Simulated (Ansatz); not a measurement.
Ansatz (a quantum-chemistry and plane-wave program) input (RI-MP2/def2-QZVPPD):
A basis named .json is the Basis Set Exchange file of that set.

Ansatz 0.2 input:
```yaml
crystal:
  periodic: [false, false, false]
  atoms:
    - {symbol: Zr, position_ang: [-0.00000000, -0.00000000, -0.35013078]}
    - {symbol: F, position_ang: [0.00000000, 0.00000000, 1.55613679]}
basis:
  gaussian:
    orbitals: def2-QZVPPD.json
    fitting: {mean_field: def2-universal-jkfit, correlation: def2-QZVPPD-RIFIT.json}
total_charge: 1
magnetization: {spin_polarized: true, initial_magnetization: 2}
correlation: {method: mp2, electrons: outside_noble_gas}
```

End of the output:

```
integrals: 0.07 GiB planned
332 factors; integrals over basis functions are off by at most 1.5e0 eV
409 factors; integrals over basis functions are off by at most 2.6e0 eV
mean field: 0.27 GiB planned
mean field evaluation 1: about -3954.7450 eV, gradient 5.9e1 eV
mean field evaluation 2: about -3949.8160 eV, gradient 7.2e1 eV
mean field evaluation 4: about -3966.5524 eV, gradient 1.6e0 eV
mean field evaluation 8: about -3966.6684 eV, gradient 5.3e-1 eV
mean field evaluation 16: about -3967.3412 eV, gradient 1.1e-3 eV
mean field evaluation 32: about -3967.7212 eV, gradient 1.7e-2 eV
mean field evaluation 64: about -3967.5423 eV, gradient 4.5e-1 eV
mean field evaluation 96: about -3967.7101 eV, gradient 7.4e-1 eV
mean field evaluation 128: about -3961.0508 eV, gradient 1.5e0 eV
mean field evaluation 160: about -3966.5818 eV, gradient 1.0e-4 eV
mean field -3967.72119721 eV, -145.8110645793 hartree, gradient 2.4e-6 eV, S^2 2.005958; 21 other end points of the search recorded, 0 dependent functions left out
5 core orbitals not correlated
reference -3967.72119721 eV, -145.8110645793 hartree; 6, 4 occupied and 136, 138 virtual orbitals, 409 factors
second order -8.86028448 eV of doubles, -0.00000000 eV of singles
Total energy: -3976.58148169 eV, -146.1366740284 hartree
```

This state (charge 1, triplet) is run at the relaxed geometry of the species with charge 0 and multiplicity 4.
